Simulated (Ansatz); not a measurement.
Basis-set series for `[NH2][InH][Br]`. Charge 0, multiplicity 1. In: def2 effective core potential. Geometry: relaxed with PBE0-D4/def2-TZVP. It is one conformer, not always the lowest.

```tsv
functional	basis	functions	energy (Eh)	HOMO (eV)	LUMO (eV)
PBE0-D4	def2-SVP	87	-2820.17479	-7.26	-1.11
PBE0-D4	def2-QZVPP	318	-2820.62781	-7.50	-1.32
ωB97M-V	def2-SVP	87	-2820.31131	-9.55	0.52
ωB97M-V	def2-QZVPP	318	-2820.76401	-9.83	0.11
```

Problem. Give the rows for def2-TZVPP. (Best estimate.)

Solution. Computed: 
```json
{"functional": "PBE0-D4", "basis": "def2-TZVPP", "functions": "171", "energy (Eh)": "-2820.56968", "HOMO (eV)": "-7.46", "LUMO (eV)": "-1.27"}
{"functional": "ωB97M-V", "basis": "def2-TZVPP", "functions": "171", "energy (Eh)": "-2820.70791", "HOMO (eV)": "-9.79", "LUMO (eV)": "0.22"}
```

Positive LUMOs are unbound and depend on the basis. Scalar relativity is left out up to krypton.
